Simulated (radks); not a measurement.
Values are calculated unless marked as measured or tabulated.
Problem. All-electron atom: Sb21+ in [Ar] 3d10 4s2. Code: a radial shooting solver on a logarithmic mesh with Libxc functionals. Model: scalar-relativistic Kohn-Sham, LDA (Slater exchange, Perdew-Wang correlation), spin-unpolarised, spherical densities, finite nucleus; Fermi nuclear charge, rms radius 4.6802 fm. Some entries of the table are withheld. Estimate them.

orbital  occ.  eigenvalue (eV)  r(max) (bohr)  <r^2> (bohr^2)
1s          2              (1)        0.01837             (2)
2s          2        -5217.681         0.1037         0.01771
2p          6        -4751.726        0.08298         0.01397
3s          2        -1480.840         0.2982          0.1219
3p          6        -1328.464         0.2909          0.1212
3d         10        -1098.421            (3)          0.1044
4s          2              (4)         0.6699          0.5353
4p          0        -593.4049         0.6884          0.5699
4d          0        -511.8562         0.7005          0.6077
4f          0        -428.1353            (5)          0.5899
5s          0              (6)          1.226           1.600

Solution. 
(1) 1s eigenvalue (eV): -30892.76
(2) 1s <r^2> (bohr^2): 0.001096
(3) 3d r(max) (bohr): 0.2403
(4) 4s eigenvalue (eV): -648.2146
(5) 4f r(max) (bohr): 0.6341
(6) 5s eigenvalue (eV): -363.7715
